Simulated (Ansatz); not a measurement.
Input file for Ansatz (an electronic-structure program): R-CCSD(T)/aug-cc-pV(D+d)Z on HCl (SMILES Cl) with ghost functions, monomers drawn apart or pushed together. Files ending in .json are basis or fitting sets from the Basis Set Exchange.

Ansatz 0.2 input:
```yaml
crystal:
  periodic: [false, false, false]
  atoms:
    - {symbol: Cl, position_ang: [0.42443721, -0.56667185, -0.33204560]}
    - {symbol: H, position_ang: [0.01093015, 0.62973644, -0.54126735]}
basis:
  gaussian:
    orbitals: aug-cc-pV_D+d_Z.json
    ghost_atoms:
      - {symbol: Cl, position_ang: [-0.14595665, 0.49892173, 4.41555246]}
      - {symbol: Cl, position_ang: [0.12015003, -0.03088105, 2.48218157]}
magnetization: {spin_polarized: false}
correlation: {method: ccsd_t, electrons: outside_noble_gas}
scf: {lower_state_search: off}
```

Predict the final total energy.

-460.2805 hartree (reference determinant -460.0949, T1 diagnostic 0.007).
